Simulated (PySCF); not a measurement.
A GIAO shielding run with PySCF 2.14.0 with density-fitted response routines (density fitting, non-relativistic, gas phase) on SMILES [H]/N=C\CCO[SiH2]N, C₃H₁₀N₂OSi:

```
$ OMP_NUM_THREADS=1 python probes_run.py task.json out

{"job": {"kind": "nmr", "xc": "PBE0", "basis": "pcSseg-1"}, "charge": 0, "multiplicity": 1}
N     -1.081631    -1.130642     1.564610
C     -1.268997    -1.219472     0.327955
C     -1.736189    -0.150298    -0.610368
C     -0.505670     0.505062    -1.263586
O      0.189950     1.262959    -0.328234
Si     1.694164     1.079599     0.259929
N      1.953786    -0.540197     0.783940
H     -1.318381    -0.221517     1.963463
H     -1.007077    -2.169737    -0.131693
H     -2.285804     0.622452    -0.068083
H     -2.370215    -0.573450    -1.390190
H     -0.838193     1.178114    -2.064129
H      0.133437    -0.268615    -1.701953
H      1.628983     2.149396     1.250979
H      2.715930     1.279645    -0.769543
H      2.858510    -0.793268     1.144446
H      1.230399    -0.998000     1.321472
```

Hardware: 1 thread of an Intel Xeon, shared host. The job also computes population analyses, field gradients.

Problem. How large is the calculation?

Solution. 64 electrons, 176 basis functions and 927 auxiliary functions.

Problem. How long does it take, and how much memory does it need?

Solution. 78 s of wall time, with 14 SCF cycles and 5 response iterations; peak memory 0.8 GiB. Times on a shared host scatter by some tens of per cent.
